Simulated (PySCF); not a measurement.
CHO, SMILES [C][OH+] (connectivity only; charge and spin as stated), charge +1, multiplicity 1.

Coordinates come from a PBE0-D3(BJ)/def2-TZVPD optimisation.

Two levels are set side by side: TDDFT-PBE/def2-TZVPD (PySCF) and TDDFT-ωB97X/def2-TZVPD (PySCF). Vertical, same geometry. The lowest singlet is HOMO→LUMO 101 % with PBE and HOMO→LUMO 100 % with the other functional; states are paired by order. Differences are taken from unrounded values.

```json
[
 {"quantity": "lowest singlet excitation (eV)", "TDDFT-ωB97X": "8.33"},
 {"quantity": "lowest triplet excitation (TDA) (eV)", "TDDFT-ωB97X": "5.18"},
 {"quantity": "first bright state (f over 0.05) (eV)", "TDDFT-ωB97X": "8.33"},
 {"quantity": "its oscillator strength", "TDDFT-ωB97X": "0.09"}
]
```

Q: What does TDDFT-PBE give, and how far is it from TDDFT-ωB97X? (The exact figures need the calculation; the answer reports its results.)

A: 
| quantity | TDDFT-PBE | TDDFT-PBE minus TDDFT-ωB97X |
|---|---|---|
| lowest singlet excitation (eV) | 8.21 | -0.12 |
| lowest triplet excitation (TDA) (eV) | 4.94 | -0.25 |
| first bright state (f over 0.05) (eV) | 8.21 | -0.12 |
| its oscillator strength | 0.09 | -0.01 |

Rough cost on one machine, each run with all the roots and properties that it gave: TDDFT-ωB97X against TDDFT-PBE about 3 times.
